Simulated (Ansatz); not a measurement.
Reaction (formal hydrolysis of a C–C bond): `CC1(F)[SiH2][Se]1` + H₂O → `OC1(F)[SiH2][Se]1` + CH₄

Calculated with Ansatz (gas phase, PBE0-D4/def2-TZVP geometries, no zero-point term in ΔE). CCSD(T)/CBS adds triple-zeta CCSD(T) − MP2 to the extrapolated MP2 energy (def2 sets, frozen cores). This one scheme is used for every species. Functionals use def2-TZVPP. B3LYP here is the variant with VWN-RPA as its local correlation; programs differ in this. For Se outer-core shells are correlated without core-valence functions, which leaves a few kJ/mol of doubt a bond. Scalar relativity is left out up to krypton. Each species was taken in one conformer, which may not be the lowest.

```
             level  ΔE (eV)
             B3LYP     0.10
CCSD(T)/def2-TZVPP     0.27
```

Q: What does CCSD(T)/CBS give? (Best estimate.)

A: Computed: +0.32 eV. The listed levels differ from it by -0.22, -0.05 eV.

Largest T1 diagnostic among the species: 0.012.

From PBE to PBE0 (25 % exact exchange), in def2-TZVPP and without D4, ΔE moves by +0.06 eV. In def2-TZVPP, CCSD(T) changes the Hartree–Fock value by +0.10 eV (the triples alone add −0.01 eV) and MP2 by +0.16 eV.
